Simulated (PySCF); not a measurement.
The multiplicity is imposed and other spin states were not computed.

Z-matrix (Å, degrees):
```
Ti
F 1 1.7392
F 1 1.7392 2 108.96
F 1 1.7392 2 108.96 3 -118.77
Br 1 2.3496 2 109.98 3 120.61
```
Charge 0, multiplicity 1.

What is the computed charge on the central atom (Mulliken), HOMO–LUMO gap, LUMO, dipole moment and total energy (PBE-D3(BJ)/def2-TZVP // PBE-D3(BJ)/def2-SVP run with PySCF)?


```yaml
charge on the central atom (Mulliken): 1.35 e
HOMO–LUMO gap: 3.79 eV
LUMO: -4.30 eV
dipole_moment: 0.30 D
total_energy: -3722.7194 Ha
```
